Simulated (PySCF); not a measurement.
**[Yb(H2O)3]2+ at several levels of theory**

Computed with PySCF 2.14.0 (density fitting, no spin-orbit coupling) at the geometry relaxed with BP86:

```xyz
10
[Yb(H2O)3]2+ (singlet in the valence; each metal's 4f electrons, 14 of them, lie in its core potential, out of spins and levels)
Yb    0.0000    0.0000    0.0000
O     2.4074    0.0000    0.0000
H     3.0173    0.5981    0.4901
H     3.0173   -0.5982   -0.4901
O    -1.2037    2.0849    0.0000
H    -2.0267    2.3140    0.4901
H    -0.9906    2.9122   -0.4901
O    -1.2037   -2.0848    0.0000
H    -0.9906   -2.9121    0.4901
H    -2.0267   -2.3139   -0.4901
```

```tsv
level	basis	state	HOMO (eV)	gap (eV)	charge on Yb1 (e)	population of f-type functions on Yb1 (polarisation alone where 4f lies in the core)	dipole about the centre of mass (D)	largest force component (eV/Å)
BP86	Yb lcecp-0-SVP with ECP60, O def2-SVP, H def2-SVP	singlet	–	–	1.30	0.01	0.00	0.01
PBE	the same	singlet	–	–	1.28	0.01	0.00	0.06
TPSS	the same	singlet	–	–	1.33	0.01	0.00	0.13
r2SCAN	the same	singlet	–	–	1.38	0.01	0.00	0.50
BP86	Yb lcecp-0-TZVP with ECP60, O def2-TZVP, H def2-TZVP	singlet	–	–	1.66	0.01	0.00	0.34
```

In the lcecp rows the 4f levels are missing from HOMO and gap, and the state counts the valence alone.

Charges are Mulliken's, which hang on the basis. The relaxation used the grid (50, 194), these runs (75, 302) or, all-electron (x2c bases, spin-free X2C Hamiltonian), (99, 590).

Q: What does TPSSh with Yb lcecp-0-SVP with ECP60, O def2-SVP, H def2-SVP give here?

A: state singlet, charge on Yb1 (e) 1.37, population of f-type functions on Yb1 (polarisation alone where 4f lies in the core) 0.01, dipole about the centre of mass (D) 0.00, largest force component (eV/Å) 0.37. Time: 8.5 s on 2 threads of Arm Neoverse V2, with other jobs on the host, from an already converged density.

A frequency check found unstable modes (1, the lowest at -18 cm⁻¹), so the relaxed geometry is a saddle point, or these are noise. An lcecp potential fixes the number of 4f electrons, so in runs with it no electron can move into or out of that shell.
